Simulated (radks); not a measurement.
Question: Radial electron density D(r) = 4 pi r^2 rho(r) of an atom or ion with 51 electrons. All-electron calculation, scalar-relativistic Kohn-Sham, PBE, spin-polarised, spherical densities, point nucleus. Program: a radial shooting solver on a logarithmic mesh with Libxc functionals.

| r (bohr) | D(r) (e/bohr) |
|---|---|
| 0.002936 | 11.59 |
| 0.003391 | 14.40 |
| 0.003916 | 17.75 |
| 0.004486 | 21.47 |
| 0.005181 | 26.01 |
| 0.005984 | 31.15 |
| 0.006855 | 36.50 |
| 0.007917 | 42.55 |
| 0.009143 | 48.78 |
| 0.01048 | 54.51 |
| 0.0121 | 60.05 |
| 0.01397 | 64.56 |
| 0.01601 | 67.49 |
| 0.01849 | 68.85 |
| 0.02135 | 68.34 |
| 0.02446 | 66.40 |
| 0.02825 | 63.51 |
| 0.03262 | 60.90 |
| 0.03738 | 59.95 |
| 0.04317 | 61.67 |
| 0.04985 | 66.66 |
| 0.05711 | 73.74 |
| 0.06596 | 81.84 |
| 0.07617 | 87.75 |
| 0.08727 | 88.95 |
| 0.1008 | 84.64 |
| 0.1164 | 76.19 |
| 0.1334 | 67.98 |
| 0.154 | 63.30 |
| 0.1779 | 64.87 |
| 0.2038 | 70.24 |
| 0.2353 | 74.64 |
| 0.2718 | 72.05 |
| 0.3114 | 61.57 |
| 0.3596 | 45.63 |
| 0.4153 | 31.59 |
| 0.4758 | 24.86 |
| 0.5495 | 24.76 |
| 0.6346 | 27.54 |
| 0.7271 | 28.25 |
| 0.8397 | 24.94 |
| 0.9697 | 18.75 |
| 1.111 | 12.73 |
| 1.283 | 8.036 |
| 1.482 | 5.443 |
| 1.698 | 4.299 |
| 1.961 | 3.586 |
| 2.264 | 2.827 |
| 2.594 | 1.986 |
| 2.996 | 1.146 |
| 3.46 | 0.5414 |
| 3.964 | 0.2186 |
| 4.578 | 0.06585 |
| 5.287 | 0.01490 |
| 6.057 | 0.002716 |
| 6.996 | 0.0003141 |

What is the nuclear charge?

Answer: Z = 53. The innermost maximum, from 1s, lies near gamma/Z bohr with gamma = sqrt(1 - (Z/c)^2) = 0.922, here 0.0174 bohr (found: 0.0191), and its height grows with Z. The density is that of the iodine ion I2+ in [Kr] 4d10 5p(up 2.5, down 2.5) 5s(up 0, down 0); the configuration itself is not fixed sharply by these data, and Z only to a few units. D(r) has 4 maxima, at r = 0.0191, 0.0845, 0.243, 0.699 bohr, and minima at 0.0371, 0.159, 0.511 bohr, inside which lie 1.98, 11.15, 28.99 electrons.
